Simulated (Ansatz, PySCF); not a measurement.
This PySCF input computes a PBE/def2-TZVPD energy:

```python
from pyscf import gto, scf, dft

mol = gto.M(
    atom='''
    B    -0.96835656    0.06020399   -0.08290159
    N     0.62979045   -0.10333295   -0.00929991
    H    -1.26015208    1.19350843   -0.42878227
    H    -1.46944059   -0.21032217    0.99639791
    H     0.81895399   -1.07746645    0.19117144
    H     1.35798315    0.47421006    0.66652686
    H     0.98590517    0.04238085   -0.94570660
    ''',
    basis='def2-tzvpd',
    charge=-1,
    spin=0,
    verbose=4,
)

mf = dft.RKS(mol, xc='pbe').density_fit(auxbasis='def2-universal-jkfit')
mf.grids.level = 3
mf.conv_tol = 1e-9
mf.max_cycle = 100
mf.max_memory = 1500
mf.kernel()
if not mf.converged:
    mf = mf.newton()
    mf.kernel(mf.make_rdm1())
mf.analyze()
```

Q: Write an input for the same energy in Ansatz (a first-principles code) and say what it gives.

A: 
Ansatz 0.2 input:
```yaml
crystal:
  periodic: [false, false, false]
  atoms:
    - {symbol: B, position_ang: [-0.96835656, 0.06020399, -0.08290159]}
    - {symbol: N, position_ang: [0.62979045, -0.10333295, -0.00929991]}
    - {symbol: H, position_ang: [-1.26015208, 1.19350843, -0.42878227]}
    - {symbol: H, position_ang: [-1.46944059, -0.21032217, 0.99639791]}
    - {symbol: H, position_ang: [0.81895399, -1.07746645, 0.19117144]}
    - {symbol: H, position_ang: [1.35798315, 0.47421006, 0.66652686]}
    - {symbol: H, position_ang: [0.98590517, 0.04238085, -0.94570660]}
basis:
  gaussian:
    orbitals: def2-TZVPD
hamiltonian:
  xc: {name: PBE}
total_charge: -1
output: {forces: true}
```
It gives -82.43304 Eh, and PySCF -82.43335 Eh, a difference of 0.31 mEh, from the treatment of integrals and grids.

It need not be the lowest isomer of its formula. Whether it binds its extra electron was not tested at this geometry.
